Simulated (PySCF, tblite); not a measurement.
Isomers of C5H14OP2Si, one GFN2-xTB conformer each. Single-point energies are computed at PBE0/pcSseg-1 (PySCF, gas phase, no added dispersion term), electronic only.

```json
{"SMILES": "CC(=O)P([SiH3])CP(C)C", "GFN2-xTB relative energy (kJ/mol)": "209.4"}
{"SMILES": "O=[P@@]1(P)CCC[C@H]([SiH3])C1", "GFN2-xTB relative energy (kJ/mol)": "0.0"}
{"SMILES": "C[Si@H]1CC[P@](=O)(P)CC1", "GFN2-xTB relative energy (kJ/mol)": "45.3"}
```

Conformers: `[CH3:1][C:2](=[O:3])[P:4]([SiH3:5])[CH2:6][P:7]([CH3:8])[CH3:9]` with C1–C2–P4–Si5 79°, C2–P4–C6–P7 -139°, P4–C6–P7–C8 -71°; `[O:1]=[P@@:2]1([PH2:3])[CH2:4][CH2:5][CH2:6][C@H:7]([SiH3:8])[CH2:9]1` with O1–P2–P3–H -59° and -152°, O1–P2–C4–C5 65°, P2–C4–C5–C6 62°, C4–C5–C6–C7 -66°, C5–C6–C7–Si8 -170°; `[CH3:1][Si@H:2]1[CH2:3][CH2:4][P@:5](=[O:6])([PH2:7])[CH2:8][CH2:9]1` with C4–P5–P7–H 170° and 79°, C1–Si2–C3–C4 174°, Si2–C3–C4–P5 -62°, C3–C4–P5–O6 -55°, C4–P5–C8–C9 -70°.

Q: What does PBE0/pcSseg-1 give for the same structures?

A: 
```tsv
SMILES	PBE0/pcSseg-1 E (Eh)	PBE0/pcSseg-1 (kJ/mol)	GFN2-xTB (kJ/mol)	point group
C[Si@H]1CC[P@](=O)(P)CC1	-1245.65507	0.0	45.3	Cs
O=[P@@]1(P)CCC[C@H]([SiH3])C1	-1245.62763	72.1	0.0	C1
CC(=O)P([SiH3])CP(C)C	-1245.60459	132.5	209.4	C1
```

GFN2-xTB puts O=[P@@]1(P)CCC[C@H]([SiH3])C1 lowest instead; measured from each level's own lowest isomer, the values differ by up to 76.9 kJ/mol (CC(=O)P([SiH3])CP(C)C: 209.4 against 132.5). As drawn, the lowest has an Si–C bond and a P=O bond, which the highest lacks; the highest has a C=O bond, which the lowest lacks.

Q: Which frontier levels, dipoles and rotational constants go with these structures?

A: 
```csv
SMILES,"HOMO (eV, PBE0/pcSseg-1)",LUMO (eV),dipole (D),"A, B, C (MHz)"
C[Si@H]1CC[P@](=O)(P)CC1,-7.10,0.18,2.49,"2178, 578.0, 542.3"
O=[P@@]1(P)CCC[C@H]([SiH3])C1,-7.27,-0.02,3.72,"1657, 596.6, 516.7"
CC(=O)P([SiH3])CP(C)C,-6.77,-1.05,1.34,"1665, 590.6, 518.4"
```

Q: What happens when harmonic zero-point energies from GFN2-xTB frequencies are added?

A: 
| SMILES | ZPE (kJ/mol) | electronic (kJ/mol) | with ZPE (kJ/mol) |
| --- | --- | --- | --- |
| C[Si@H]1CC[P@](=O)(P)CC1 | 467.0 | 0.0 | 0.0 |
| O=[P@@]1(P)CCC[C@H]([SiH3])C1 | 460.0 | 72.1 | 65.0 |
| CC(=O)P([SiH3])CP(C)C | 451.9 | 132.5 | 117.4 |

The zero-point energies span 15.1 kJ/mol. The order is unchanged.
